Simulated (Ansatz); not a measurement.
Total energies of the cluster HgBr₂⁻ from Ansatz at PBE-D4/def2-TZVPD, gas phase (1 Eh = 27.2114 eV = 2625.5 kJ/mol). The reference geometry is relaxed at r2SCAN-D4/def2-TZVPD.

Cartesian coordinates in Å:
```
Hg 0.129 0.219 0.619
Br -2.438 0.782 -0.131
Br 2.309 -1.001 -0.489
```

```json
{"state": "charge -1 doublet", "geometry": "reference", "energy (Eh)": "-5301.22312"}
{"state": "charge 0 singlet", "geometry": "reference", "energy (Eh)": "-5301.11317"}
{"state": "charge -1 quartet", "geometry": "relaxed at r2SCAN-D4/def2-TZVPD", "energy (Eh)": "-5301.04214"}
```

In the def2 sets Hg takes a core potential; there is no spin–orbit coupling.

(1) Work out the vertical ionisation energy to the singlet.

(2) Which of the charge -1 states is lowest, and how far above it are the others?

(1) E(charge 0 singlet) − E(charge -1 doublet) = -5301.11317 − (-5301.22312) = 0.10995 Eh = 2.99 eV. For comparison, −ε of the highest occupied level of the spin that leaves is 0.48 eV at this level, 2.51 eV less.

(2) The doublet. quartet: -5301.04214 − (-5301.22312) = 0.18098 Eh = 475.2 kJ/mol.

At PBE-D4/def2-TZVPD the highest occupied level of the charge -1 quartet lies above zero (up to 2.05 eV). It is a level of α spin, whose loss leaves a triplet; that state wasn't run at this geometry and level. The electron is either unbound and held by the finite basis, or the level is raised by self-interaction error. At PBE-D4/def2-TZVPD the gap within one spin of the charge -1 quartet nearly closes, so an electron or hole may be smeared out by delocalisation error. 

The structure comes from a short search, and lower isomers may exist.
